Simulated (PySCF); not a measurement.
Exercise with solution: chemical shift, span and skew from a shielding tensor

Si(F)(H)(SH)2 (FH3S2Si), SMILES F[SiH](S)S. Atoms are numbered in the order given.

```xyz
7

Si     0.1268    -0.5874     0.0016
F     -0.5551    -1.2190     1.3361
S      1.5347     0.9483     0.4223
S     -1.3977     0.3875    -1.1180
H      0.7911    -1.7307    -0.6712
H      2.5700     0.0855     0.5403
H     -2.3338    -0.5316    -0.7848
```
Charge 0, spin multiplicity 1.

Coordinates come from a r2SCAN-D4/def2-SVP optimisation. The values are those of a single conformer.

GIAO shieldings from PySCF with KT2/pcSseg-1, non-relativistic, no solvent. The symmetric part of the tensor of F2 has the principal values 233.3, 274.1, 320.5 ppm. The same nucleus in CFCl3 has σ = 127.1 ppm at this level (PySCF, at its B3LYP-D3(BJ)/def2-TZVP geometry).

### Question
Work out the isotropic shielding, the ¹⁹F shift against CFCl3, the span and the skew.

### Answer

σ(iso) = (σ11 + σ22 + σ33)/3 = 276.0 ppm. δ = σ(ref) − σ(iso) = 127.1 − (276.0) = -148.9 ppm.
Span Ω = σ33 − σ11 = 87.2 ppm. Skew κ = 3(σ(iso) − σ22)/Ω = 0.06. Tumbling in solution averages the tensor to δ; in a static solid the shielding alone would spread this spin-1/2 line over Ω.
